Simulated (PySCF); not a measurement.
Ge(H)2(Et)(OH) (C₂H₈GeO), SMILES C[CH2][GeH2][OH].

Geometry: PBE-D3(BJ)/def2-SVP. This is a generated structure with no PubChem entry under its InChIKey; it may be hypothetical. Other conformers were not sampled.

Calculation: PBE/def2-TZVP in PySCF.

total energy: -2232.81885 hartree
highest occupied level: -6.42 eV
lowest empty level: -0.57 eV
orbital gap: 5.84 eV
dipole moment: 1.84 D
quadrupole, principal values (traceless, Buckingham form, about the centre of nuclear charge): -5.25, -0.13, 5.38 D·Å
mean static polarisability: 61.7 bohr³ (9.15 Å³)
polarisability, principal values: 56.2, 58.8, 70.2 bohr³
